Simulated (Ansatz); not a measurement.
Breaking a bond: CH₅Ga, SMILES [GaH2][CH3], singlet. The C1–Ga5 bond (C1 also carries H, H, H; Ga5 carries H, H) is pulled apart rigidly from the PBE0/def2-TZVP optimised geometry.

Levels of theory: RKS-PBE = restricted PBE/cc-pVTZ run with Ansatz (an electronic-structure program); RKS-B3LYP = Ansatz with restricted B3LYP/cc-pVTZ; UKS-PBE = unrestricted PBE/cc-pVTZ (Ansatz); UKS-B3LYP = unrestricted B3LYP/cc-pVTZ in Ansatz; UCCSD(T) = CCSD(T) on UHF/cc-pVTZ, cores with 3d frozen in Ansatz.

Cost and agreement with UCCSD(T) over the 22 points of the scan, with UCCSD(T) as yardstick. Costs are rough ratios of core time within Ansatz on shared cores, each with its mean field (Kohn-Sham runs search longer for lower solutions than correlated ones do); the miss is the largest difference from UCCSD(T) of the curve after the mean shift, in eV.

```json
[
 {"level": "RKS-PBE", "relative cost": "1", "largest difference": "0.863"},
 {"level": "RKS-B3LYP", "relative cost": "1", "largest difference": "1.186"},
 {"level": "UKS-PBE", "relative cost": "2", "largest difference": "0.439"},
 {"level": "UKS-B3LYP", "relative cost": "3", "largest difference": "0.320"}
]
```

Costs within a factor of two of each other count as equal.

The restricted form behind RKS-PBE, RKS-B3LYP keeps the bonding electrons paired and can't separate into open-shell fragments. The unrestricted determinant behind UKS-PBE is spin-contaminated at 3.53 to 6.82 Å (<S²> up to 1.0, against 0.00 for a pure singlet). The unrestricted determinant behind UKS-B3LYP is spin-contaminated at 3.23 to 6.82 Å (<S²> up to 1.0, against 0.00 for a pure singlet). The unrestricted determinant behind UCCSD(T) is spin-contaminated at 2.65 to 6.82 Å (<S²> up to 1.0, against 0.00 for a pure singlet).
